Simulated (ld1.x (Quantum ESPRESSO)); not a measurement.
Pseudopotential generation for manganese: ultrasoft, PW91, scalar-relativistic.

ld1.x (Quantum ESPRESSO) 7.5 was run on this input:

```
&input
   title='Mn', zed=25., rel=1, dft='PW91', iswitch=3,
   config='[Ar] 3d5 4s2 4p0',
   nld=3, rlderiv=1.90, eminld=-8.0, emaxld=5.0, deld=0.04
 /
 &inputp
   pseudotype=3, tm=.true., lloc=-1, rcloc=1.50,
   nlcc=.false.,
   file_pseudopw='Mn.UPF', file_wfcaegen='ae.wfc', file_wfcncgen='nc.wfc', file_beta='beta', file_chi='chi', file_wfcusgen='us.wfc'
 /
6
3S  1  0   2.00   0.00  1.15  1.30  0.0
4S  2  0   2.00   0.00  1.15  1.30  0.0
3P  2  1   6.00   0.00  1.25  1.45  0.0
4P  3  1   0.00   0.00  1.25  1.45  0.0
3D  3  2   5.00   0.00  1.55  1.75  0.0
3D  3  2   0.00   3.75  1.55  1.75  0.0
 &test
   configts(1)='3s2 3p6 3d5 4s2 4p0'
 /
```

Command:

```bash
ld1.x < Mn.in > Mn.out
```

Output (shortened: banner, matrices, multipoles, cross overlaps and the repeated all-electron block are left out):

```
Program LD1 v.7.5
     --------------------------- All-electron run ----------------------------

     Mn
     scalar relativistic calculation

     atomic number is 25.00
     dft =PW91   lsd =0 sic =0 latt =0  beta=0.20 tr2=1.0E-14
     Exchange-correlation= PW91
                           (   1   4   2   2   0   0   0)
     mesh =1187 r(mesh) = 100.09544 a.u. xmin = -7.00 dx = 0.01250
     1 Ry =  13.60569312 eV, c = 137.03599908

     n l     nl                  e(Ry)          e(Ha)          e(eV)
     1 0     1S 1( 2.00)      -472.6787      -236.3394     -6431.1214
     2 0     2S 1( 2.00)       -54.6922       -27.3461      -744.1249
     2 1     2P 1( 6.00)       -46.3432       -23.1716      -630.5318
     3 0     3S 1( 2.00)        -6.3120        -3.1560       -85.8790
     3 1     3P 1( 6.00)        -4.0158        -2.0079       -54.6379
     3 2     3D 1( 5.00)        -0.5030        -0.2515        -6.8430
     4 0     4S 1( 2.00)        -0.3792        -0.1896        -5.1594
     4 1     4P 1( 0.00)        -0.1042        -0.0521        -1.4171

     final scf error:  8.3E-16 reached in  34 iterations

     Etot =   -2317.234584 Ry,   -1158.617292 Ha,  -31527.582639 eV

     Ekin =    2342.752160 Ry,    1171.376080 Ha,   31874.766952 eV
     Encl =   -5530.899542 Ry,   -2765.449771 Ha,  -75251.721860 eV
     Eh   =     975.418127 Ry,     487.709064 Ha,   13271.239705 eV
     Exc  =    -104.505329 Ry,     -52.252664 Ha,   -1421.867436 eV

     normalization and overlap integrals

     s(1S/1S) =  1.000000  <r> =   0.0609  <r2> =    0.0050  r(max) =   0.0400
     s(2S/2S) =  1.000000  <r> =   0.2795  <r2> =    0.0922  r(max) =   0.2331
     s(2P/2P) =  1.000000  <r> =   0.2471  <r2> =    0.0751  r(max) =   0.1885
     s(3S/3S) =  1.000000  <r> =   0.8515  <r2> =    0.8371  r(max) =   0.7361
     s(3P/3P) =  1.000000  <r> =   0.9041  <r2> =    0.9647  r(max) =   0.7547
     s(3D/3D) =  1.000000  <r> =   1.2225  <r2> =    2.0251  r(max) =   0.7642
     s(4S/4S) =  1.000000  <r> =   3.0877  <r2> =   11.1028  r(max) =   2.5058
     s(4P/4P) =  1.000000  <r> =   4.5519  <r2> =   24.8158  r(max) =   3.3825

     ------------------------ End of All-electron run ------------------------

     --------------------- Generating US pseudopotential ---------------------

      Generating local potential from pseudized AE potential:
      Matching radius rcloc =   1.5000

      Local pseudo, rcloc= 1.501 Estimated cut-off energy=    11.01 Ry

      Wfc   3S  rcut= 1.140  Using Troullier-Martins method
      Wfc-us  3S rcutus= 1.292  Estimated cut-off energy=    31.74 Ry

      Wfc   4S  rcut= 1.140  Using Troullier-Martins method
      Wfc-us  4S rcutus= 1.292  Estimated cut-off energy=    63.04 Ry

      Wfc   3P  rcut= 1.260  Using Troullier-Martins method
      Wfc-us  3P rcutus= 1.464  Estimated cut-off energy=    39.20 Ry

      Wfc   4P  rcut= 1.260  Using Troullier-Martins method
      Wfc-us  4P rcutus= 1.464  Estimated cut-off energy=    72.92 Ry

      Wfc   3D  rcut= 1.539  Using Troullier-Martins method
      Wfc-us  3D rcutus= 1.744  Estimated cut-off energy=    38.25 Ry

      Wfc   3D  rcut= 1.539  Using Troullier-Martins method
      Wfc-us  3D rcutus= 1.744  Estimated cut-off energy=    34.65 Ry

     ------------------- End of pseudopotential generation -------------------

     Computing logarithmic derivative in   1.89154
     Computing logarithmic derivative in   1.89154
     Computing the partial wave expansion
     R is outside the sphere for l=    0 j= 0.00
     R is outside the sphere for l=    0 j= 0.00
     R is outside the sphere for l=    1 j= 0.00
     R is outside the sphere for l=    1 j= 0.00
     R is outside the sphere for l=    2 j= 0.00
     R is outside the sphere for l=    2 j= 0.00

     ---------------------- Testing the pseudopotential ----------------------

     Mn
     scalar relativistic calculation

     atomic number is 25.00   valence charge is 15.00
     dft =PW91   lsd =0 sic =0 latt =0  beta=0.20 tr2=1.0E-14
     mesh =1187 r(mesh) = 100.09544 xmin = -7.00 dx = 0.01250

     n l     nl             e AE (Ry)        e PS (Ry)    De AE-PS (Ry)
     1 0     3S   1( 2.00)       -6.31199       -6.43612        0.12413  !
     2 1     3P   1( 6.00)       -4.01581       -4.14006        0.12425  !
     3 2     3D   1( 5.00)       -0.50295       -0.61942        0.11647  !
     2 0     4S   1( 2.00)       -0.37921       -0.32887       -0.05034  !
     3 1     4P   1( 0.00)       -0.10416       -0.10795        0.00379

     eps = 7.0E-15  iter = 46

     Etot =   -2317.234584 Ry,   -1158.617292 Ha,  -31527.582639 eV
     Etotps =  -206.373413 Ry,    -103.186706 Ha,   -2807.853324 eV

     Ekin =      52.415086 Ry,      26.207543 Ha,     713.143570 eV
     Encl =    -416.387923 Ry,    -208.193962 Ha,   -5665.246303 eV
     Ehrt =     171.595357 Ry,      85.797679 Ha,    2334.673769 eV
     Ecxc =     -22.304021 Ry,     -11.152010 Ha,    -303.461661 eV
     Epseu=       8.308088 Ry,       4.154044 Ha,     113.037302 eV

     ---------------------- End of pseudopotential test ----------------------
```

Generation and configuration tests took about 3 s on one core of a shared server CPU.

Transferability test of the new file with ld1.x, input:

```
&input
   title='Mn', zed=25., rel=1, dft='PW91', iswitch=2,
   config='[Ar] 3d5 4s2 4p0'
 /
 &test
   file_pseudo='Mn.UPF', nconf=8,
   configts(1)='3s2 3p6 3d5 4s2 4p0',
   configts(2)='3s2 3p6 3d5 4s1 4p0',
   configts(3)='3s2 3p6 3d5 4s0 4p0',
   configts(4)='3s2 3p6 3d4 4s0 4p0',
   configts(5)='3s2 3p6 3d6 4s0 4p0',
   configts(6)='3s2 3p6 3d5 4s0 4p2',
   configts(7)='3s2 3p6 3d5 4s1.5 4p0',
   configts(8)='3s2 3p6 3d5 4s0 4p1'
 /
```

```bash
ld1.x < Mn.test.in > Mn.test.out
```

Pseudopotential blocks of its output, shortened (energy terms left out; the distinct warnings before each block abridged to one line each):

```
     ---------------------- Testing the pseudopotential ----------------------

     n l     nl             e AE (Ry)        e PS (Ry)    De AE-PS (Ry)
     1 0     3S   1( 2.00)       -6.31199       -6.43612        0.12413  !
     2 1     3P   1( 6.00)       -4.01581       -4.14006        0.12425  !
     3 2     3D   1( 5.00)       -0.50295       -0.61942        0.11647  !
     2 0     4S   1( 2.00)       -0.37921       -0.32887       -0.05034  !
     3 1     4P   1( 0.00)       -0.10416       -0.10795        0.00379

     eps = 9.8E-15  iter = 47

     Etot =   -2317.234584 Ry,   -1158.617292 Ha,  -31527.582639 eV
     Etotps =  -206.373413 Ry,    -103.186706 Ha,   -2807.853324 eV

     ---------------------- End of pseudopotential test ----------------------

          ---------------------- Testing the pseudopotential ----------------------

     n l     nl             e AE (Ry)        e PS (Ry)    De AE-PS (Ry)
     1 0     3S   1( 2.00)       -6.91784       -6.97900        0.06116  !
     2 1     3P   1( 6.00)       -4.62259       -4.68472        0.06212  !
     3 2     3D   1( 5.00)       -1.10225       -1.16238        0.06013  !
     2 0     4S   1( 1.00)       -0.87721       -0.76700       -0.11021  !
     3 1     4P   1( 0.00)       -0.53248       -0.49129       -0.04119  !

     eps = 8.7E-15  iter = 35

     Etot =   -2316.611700 Ry,   -1158.305850 Ha,  -31519.107878 eV
     Etotps =  -205.829516 Ry,    -102.914758 Ha,   -2800.453235 eV
     dEtot_ae =       0.622883 Ry
     dEtot_ps =       0.543896 Ry,   Delta E=       0.078987 Ry

     ---------------------- End of pseudopotential test ----------------------

          Warning: convergence not achieved
     ---------------------- Testing the pseudopotential ----------------------

     n l     nl             e AE (Ry)        e PS (Ry)    De AE-PS (Ry)
     1 0     3S   1( 2.00)       -7.62397       -7.68472        0.06075  !
     2 1     3P   1( 6.00)       -5.32879       -5.37848        0.04969  !
     3 2     3D   1( 5.00)       -1.79398       -1.82362        0.02965  !
     2 0     4S   1( 0.00)       -1.43524       -1.23347       -0.20176  !
     3 1     4P   1( 0.00)       -1.03163       -0.92326       -0.10837  !

     eps = 1.8E-10  iter =201

     Etot =   -2315.462088 Ry,   -1157.731044 Ha,  -31503.466614 eV
     Etotps =  -204.858800 Ry,    -102.429400 Ha,   -2787.245966 eV
     dEtot_ae =       1.772495 Ry
     dEtot_ps =       1.514613 Ry,   Delta E=       0.257882 Ry

     ---------------------- End of pseudopotential test ----------------------

          Warning: convergence not achieved
     ---------------------- Testing the pseudopotential ----------------------

     n l     nl             e AE (Ry)        e PS (Ry)    De AE-PS (Ry)
     1 0     3S   1( 2.00)       -8.95774       -9.08390        0.12616  !
     2 1     3P   1( 6.00)       -6.64306       -6.75730        0.11424  !
     3 2     3D   1( 4.00)       -3.03658       -3.10945        0.07287  !
     2 0     4S   1( 0.00)       -2.23074       -1.92623       -0.30451  !
     3 1     4P   1( 0.00)       -1.73847       -1.53775       -0.20072  !

     eps = 9.7E-08  iter =201

     Etot =   -2313.064543 Ry,   -1156.532272 Ha,  -31470.846349 eV
     Etotps =  -202.408877 Ry,    -101.204439 Ha,   -2753.913071 eV
     dEtot_ae =       4.170040 Ry
     dEtot_ps =       3.964535 Ry,   Delta E=       0.205505 Ry

     ---------------------- End of pseudopotential test ----------------------

          ---------------------- Testing the pseudopotential ----------------------

     n l     nl             e AE (Ry)        e PS (Ry)    De AE-PS (Ry)
     1 0     3S   1( 2.00)       -6.53922       -6.60227        0.06305  !
     2 1     3P   1( 6.00)       -4.25626       -4.29167        0.03541  !
     3 2     3D   1( 6.00)       -0.79189       -0.80941        0.01752  !
     2 0     4S   1( 0.00)       -0.76544       -0.62242       -0.14302  !
     3 1     4P   1( 0.00)       -0.45719       -0.38580       -0.07138  !

     eps = 1.3E-15  iter =142

     Etot =   -2316.732264 Ry,   -1158.366132 Ha,  -31520.748236 eV
     Etotps =  -206.366418 Ry,    -103.183209 Ha,   -2807.758159 eV
     dEtot_ae =       0.502319 Ry
     dEtot_ps =       0.006994 Ry,   Delta E=       0.495325 Ry

     ---------------------- End of pseudopotential test ----------------------

          Warning: convergence not achieved
     ---------------------- Testing the pseudopotential ----------------------

     n l     nl             e AE (Ry)        e PS (Ry)    De AE-PS (Ry)
     1 0     3S   1( 2.00)       -6.53668       -6.66941        0.13273  !
     2 1     3P   1( 6.00)       -4.24085       -4.36580        0.12495  !
     3 2     3D   1( 5.00)       -0.71747       -0.82477        0.10730  !
     2 0     4S   1( 0.00)       -0.51016       -0.41231       -0.09785  !
     3 1     4P   1( 2.00)       -0.20270       -0.19124       -0.01146  !

     eps = 1.2E-09  iter =201

     Etot =   -2316.648649 Ry,   -1158.324325 Ha,  -31519.610596 eV
     Etotps =  -205.924842 Ry,    -102.962421 Ha,   -2801.750212 eV
     dEtot_ae =       0.585934 Ry
     dEtot_ps =       0.448570 Ry,   Delta E=       0.137364 Ry

     ---------------------- End of pseudopotential test ----------------------

          ---------------------- Testing the pseudopotential ----------------------

     n l     nl             e AE (Ry)        e PS (Ry)    De AE-PS (Ry)
     1 0     3S   1( 2.00)       -6.60115       -6.69566        0.09450  !
     2 1     3P   1( 6.00)       -4.30548       -4.40041        0.09493  !
     3 2     3D   1( 5.00)       -0.78968       -0.87930        0.08962  !
     2 0     4S   1( 1.50)       -0.62033       -0.54182       -0.07851  !
     3 1     4P   1( 0.00)       -0.30804       -0.29172       -0.01632  !

     eps = 5.1E-15  iter = 62

     Etot =   -2316.985486 Ry,   -1158.492743 Ha,  -31524.193492 eV
     Etotps =  -206.156331 Ry,    -103.078166 Ha,   -2804.899781 eV
     dEtot_ae =       0.249098 Ry
     dEtot_ps =       0.217081 Ry,   Delta E=       0.032016 Ry

     ---------------------- End of pseudopotential test ----------------------

          Warning: convergence not achieved
     ---------------------- Testing the pseudopotential ----------------------

     n l     nl             e AE (Ry)        e PS (Ry)    De AE-PS (Ry)
     1 0     3S   1( 2.00)       -7.02132       -7.11895        0.09764  !
     2 1     3P   1( 6.00)       -4.72592       -4.81481        0.08889  !
     3 2     3D   1( 5.00)       -1.19971       -1.27113        0.07143  !
     2 0     4S   1( 0.00)       -0.93690       -0.78764       -0.14927  !
     3 1     4P   1( 1.00)       -0.58297       -0.53172       -0.05125  !

     eps = 1.5E-09  iter =201

     Etot =   -2316.261923 Ry,   -1158.130962 Ha,  -31514.348924 eV
     Etotps =  -205.567544 Ry,    -102.783772 Ha,   -2796.888918 eV
     dEtot_ae =       0.972660 Ry
     dEtot_ps =       0.805869 Ry,   Delta E=       0.166791 Ry

     ---------------------- End of pseudopotential test ----------------------
```
